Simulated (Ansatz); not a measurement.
Na2Pb3⁺ (the lowest doublet isomer of a short search). Charge 1, multiplicity 2. Geometry PBE0-D4/def2-SVP, basis def2-TZVP, Ansatz.

```xyz
5

Na    0.690    1.107    2.861
Na   -2.244    0.549   -1.176
Pb    0.462   -1.540   -2.011
Pb    1.280    1.096   -0.521
Pb   -0.188   -1.212    0.847
```

| run | HOMO (eV) | LUMO (eV) |
| --- | --- | --- |
| A | -7.36 | -6.98 |
| B | -8.19 | -6.16 |
| C | -7.49 | -7.04 |
| D | -9.04 | -5.52 |
| E | -8.11 | -6.36 |
| F | -7.54 | -6.73 |

In the def2 sets Pb takes a core potential; there is no spin–orbit coupling. The structure comes from a short search, and lower isomers may exist.

HOMO and LUMO are taken over both spins.

The runs used BLYP, CAM-B3LYP, PBE, PBE0, r2SCAN, r2SCAN0. Estimate which is which.

A BLYP (0 % exact exchange); B r2SCAN0 (25 % exact exchange); C PBE (0 % exact exchange); D CAM-B3LYP (range-separated); E PBE0 (25 % exact exchange); F r2SCAN (0 % exact exchange). Exact exchange lowers occupied and raises empty levels; among semilocal functionals meta-GGAs tend to open the gap a little, and such runs are hard to tell apart. The gap grows from 0.38 eV (BLYP) to 3.52 eV (CAM-B3LYP).
